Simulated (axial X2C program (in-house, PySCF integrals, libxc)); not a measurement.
# Testing model relations on SnH

A bond curve at the PBE0 level, with spin–orbit coupling, was computed with an in-house relativistic program for diatomic molecules (basis Sn dyall-v3z [11s12p9d1f], H dyall-v3z [6s2p1d] (cores contracted in-house)) for the state Ω = 1/2 (⟨Sz⟩ = -0.50, ⟨Lz⟩ = 1.00 at PBE0). Its fit gives Re = 1.7837 Å, ωe = 1701.8 cm⁻¹, ωexe = 25.4 cm⁻¹ and αe = 1.356e-01 cm⁻¹; the masses are 119.9022 and 1.0078 u. Two-component means X2C with spin–orbit coupling and atomic mean-field Coulomb and Gaunt terms.

(1) Find the reduced mass, Be and the force constant.

(2) Where do the fundamental and the first overtone lie?

(3) The dipole moment p changes by 3.31 D/Å at Re. What harmonic infrared intensity follows?

(4) Scale the constants to the deuteride (D 2.0141 u) within the Born–Oppenheimer picture.

(5) A Morse curve ties αe to the other constants (Pekeris). How well does that hold?

The state is one determinant whose occupation by symmetry is held fixed; it was picked as the lowest of a PBE0 search that is not exhaustive. Density functionals use the spin component along the axis (collinear). The functionals have no current-density term, which raises determinants with orbital currents, atoms included.

## Answers

(1) From the PBE0 values: μ = 0.9994 u. Be = 16.8576/(μ Re²) = 5.302 cm⁻¹. k = 5.8918×10⁻⁷ μ ωe² = 1.71 mdyn/Å.

(2) ν(1←0) = ωe − 2ωexe = 1651.0 cm⁻¹; ν(2←0) = 2ωe − 6ωexe = 3251.2 cm⁻¹.

(3) I = 42.256 × (dp/dR)²/μ = 460 km/mol.

(4) ρ = √(μH/μD) = 0.7103; ωe = 1208.8, ωexe = 12.8, Be = 2.675 cm⁻¹; the zero-point energy falls by 243 cm⁻¹.

(5) αe(Morse) = 6Be²/ωe × (√(ωexe/Be) − 1) = 1.178e-01 cm⁻¹; the PBE0 curve gives 1.356e-01 cm⁻¹, a ratio of 0.87.
